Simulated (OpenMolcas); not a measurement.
Cu3+.

| Property | Result |
| --- | --- |
| Program | OpenMolcas 26.06 |
| Method | CASSCF |
| Basis | ANO-R2 [6s4p4d2f1g] |
| Scalar Hamiltonian | X2C, finite nucleus |
| Active space | 8 electrons in 5 orbitals (3d) |
| State averaging | 2S+1 = 3 even, 10 roots; 2S+1 = 1 even, 15 roots |
| Spin-orbit coupling | RASSI with atomic mean-field integrals over the reference wave functions, term energies averaged over their components |

Levels without dynamic correlation, in cm⁻¹ above 3d⁸ ³F₄:

```tsv
Level	E
3d⁸ ³P₂	23793
3d⁸ ¹D₂	19612
3d⁸ ¹G₄	30406
3d⁸ ¹S₀	73052
```

On this reference, SS-CASPT2, IPEA 0.25 Eh, imaginary shift 0.1 Eh (closed shells correlated: 3s 3p) puts 3d⁸ ³P₂ at 19820 cm⁻¹.

Task: Estimate the other levels at that method by one scale factor, and say how well it serves.

Result: The factor is 19820 / 23793 = 0.833. Scaled values beside those that SS-CASPT2 gives and measured ones (Sugar and Musgrove, J. Phys. Chem. Ref. Data 19, 527 (1990)):
| Level | Scaled | SS-CASPT2 | Miss (%) | Measured |
| --- | --- | --- | --- | --- |
| 3d⁸ ¹D₂ | 16337 | 15670 | +4.3 | 16248 |
| 3d⁸ ¹G₄ | 25328 | 27010 | -6.2 | 26913 |
| 3d⁸ ¹S₀ | 60852 | 61680 | -1.3 | 61456 |
For these levels the scaled values miss SS-CASPT2 by up to 6.2 %, as correlation changes each term by its own factor, spin-orbit parts do not scale and CASPT2 has its own spread within terms. This holds within one configuration; levels of others move differently, and the target method has errors of its own against measurement.

Term energies are means over components that CASPT2 splits; among the terms shown or strongly mixed into the levels shown the widest spread is 730 cm-1 (3d⁸ ³F, SS-CASPT2). Without dynamic correlation excited terms often stand tens of per cent too high (terms of higher spin than the ground term too low), and those without a measured partner can miss by more than the paired ones (holds for CASSCF). Computed and measured levels are paired by configuration, term and J; levels that our copy of the source lacks, or whose pairing is in doubt (as where it misses far off the trend of its configuration), stay unpaired and out of the deviations. Only configurations of the active space appear.
